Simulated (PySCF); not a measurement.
C2H7F2NSi, SMILES [SiH2](N)CC(F)F.

The structure is a stationary point at B3LYP-D3(BJ)/def2-SVP. This is a generated structure with no PubChem entry under its InChIKey; it may be hypothetical. Other conformers were not sampled.

Vertical ionisation energy (IE) and electron affinity (EA) in eV. Rows of orbital energies are one-electron estimates. Where ΔSCF, EOM or ADC give a negative EA the extra electron is unbound and the value depends on the basis.

```
level                                         IE     EA
-----------------------------------------  -----  -----
−ε(HOMO), −ε(LUMO), HF/def2-TZVP (PySCF)   10.85  -3.14
−ε(HOMO), −ε(LUMO), PBE/def2-TZVP (PySCF)   5.97   0.39
```
